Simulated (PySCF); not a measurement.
Bond length, frequency and bond energy of BiC⁺ by level of theory

State: ³Π (triplet), unpaired electrons σ ↑, π ↑. Set-up: basis Bi cc-pVDZ-PP with ECP60, C cc-pVDZ; scalar-relativistic core potentials; PySCF 2.14. De refers to Bi⁺ + C in their high-spin ground configurations, without counterpoise correction. The functionals are run spin-unrestricted. A positive dipole points towards C; it is taken about the centre of mass and depends on that origin. Levels whose curve was spin-contaminated or gave no clean fit are not listed.

| Level | Re (Å) | ωe (cm⁻¹) | De (eV) | μ (D) |
| --- | --- | --- | --- | --- |
| ROHF-MP2 | 1.990 | 901 | n/a | n/a |
| ROHF-SCS-MP2 | 1.997 | 876 | n/a | n/a |
| ROHF-CCSD | 2.065 | 686 | n/a | n/a |
| ROHF-CCSD(T) | 2.088 | 631 | n/a | n/a |
| PBE | 2.074 | 650 | n/a | -0.42 |
| revPBE | 2.083 | 635 | n/a | -0.44 |

Correlated steps freeze 5 core orbitals. These are scalar-relativistic numbers at best; spin–orbit coupling would shift them, the dissociation energy most. The CCSD T1 diagnostic is raised, a sign that a single reference may not be enough here. The state was picked by a PBE0 search and need not be the measured ground state.
